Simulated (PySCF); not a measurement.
## Ne⁺ (neon, charge +1) across methods

[He] 2s2 2p5, 2P determinant. Computed with PySCF 2.14 in aug-cc-pVTZ, with the non-relativistic Hamiltonian (point nucleus).

```tsv
method	E (hartree)	mean ε 2s β (eV)	mean ε 2p α (eV)	mean ε 2p β (eV)	Σ⟨r²⟩ (bohr²)	⟨S²⟩
PBE	-128.0547	-54.150	-33.239	-31.262	6.965	0.751
PBE0	-128.0681	-58.005	-36.388	-34.238	6.904	0.751
PBEsol	-127.7132	-53.968	-33.155	-31.080	6.972	0.751
LDA	-127.4022	-54.023	-33.391	-31.259	6.997	0.751
UHF	-127.80957	-68.316	-44.937	-42.099	6.804	0.753
HSE06	-128.0797	-57.546	-35.954	-33.837	6.907	0.751
r2SCAN	-128.1298	-55.459	-34.206	-32.043	6.882	0.752
B97-3	-128.1391	-58.414	-36.531	-34.426	6.880	0.751
```

(1) Estimate the same row for M06-2X.

Results:

(1) E (hartree) = -128.1353; mean ε 2s β (eV) = -61.495; mean ε 2p α (eV) = -39.383; mean ε 2p β (eV) = -37.180; Σ⟨r²⟩ (bohr²) = 6.907; ⟨S²⟩ = 0.751.
